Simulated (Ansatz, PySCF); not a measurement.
System: sum formula GeSiH4 (charge -1, doublet). 
Coordinates optimised at B3LYP-D3(BJ)/def2-TZVP (Ansatz, a first-principles code):
```xyz
6

Si    -1.5284    -0.5964     0.0723
Ge     0.7202     0.2869    -0.0347
H     -2.2502    -0.0393    -1.1458
H     -2.2405     0.2139     1.1454
H      1.4159    -0.6346    -1.1373
H      1.4259    -0.3722     1.2366
```
Charge -1, spin multiplicity 2.

Total electronic energies in hartree. Correlated levels leave the core frozen unless marked. Open shells are spin-unrestricted. No spin-orbit coupling. Frozen are the shells of the preceding noble gas and the d and f shells that filled before the atom's block. No relativistic terms. Basis-set limits of correlation are two-point, X^-3; Hartree-Fock from the larger set. The bracket is a focal-point correction in the basis named.

| level | program | energy (Eh) |
|---|---|---|
| HF/def2-TZVPP | Ansatz | -2366.60051 |
| HF-D3(BJ)/def2-TZVPD | PySCF + dftd3 | -2366.63995 |
| RI-HF/def2-QZVPP | Ansatz | -2366.65359 |
| BLYP-D3(BJ)/def2-TZVPD | Ansatz + dftd3 | -2368.95405 |
| BLYP-D4/def2-TZVPD | Ansatz + dftd4 | -2368.95661 |
| BLYP/def2-TZVPD | Ansatz | -2368.94440 |
| revPBE/def2-TZVPD | Ansatz | -2368.68083 |
| TPSS-D3(BJ)/def2-TZVPD | PySCF + dftd3 | -2368.90670 |
| M06-L/def2-TZVPD | PySCF | -2368.83436 |
| B3LYP-D4/def2-TZVPD | Ansatz + dftd4 | -2368.98145 |
| BHLYP-D3(BJ)/def2-TZVPD | Ansatz + dftd3 | -2368.87485 |
| TPSSh-D4/def2-TZVPD | PySCF + dftd4 | -2368.89384 |
| r2SCAN0/def2-TZVPD | Ansatz | -2368.83529 |
| M06-2X/def2-TZVPD | PySCF | -2368.86229 |
| LC-wPBE/def2-TZVPD | Ansatz | -2368.52269 |
| RI-MP2/CBS(def2-TZVPPD,def2-QZVPPD) | Ansatz | -2366.9288 |
| CCSD/6-31G* | Ansatz | -2366.47798 |
| CCSD/def2-TZVPP | Ansatz | -2366.88992 |
| CCSD(T)/STO-3G | Ansatz | -2339.55384 |
| CCSD(T)/6-31G* | Ansatz | -2366.48448 |
| CCSD(T)/def2-SVPD | Ansatz | -2366.50240 |
| RI-MP2/CBS(def2-TZVPPD,def2-QZVPPD)+[CCSD(T)-MP2]/def2-SVPD | Ansatz | -2366.9846 |
| RI-MP2/CBS(def2-TZVPPD,def2-QZVPPD)+[CCSD(T)-MP2]/def2-TZVPPD | Ansatz | -2366.9857 |

Totals of different functionals don't rank their quality; only differences between species are comparable.
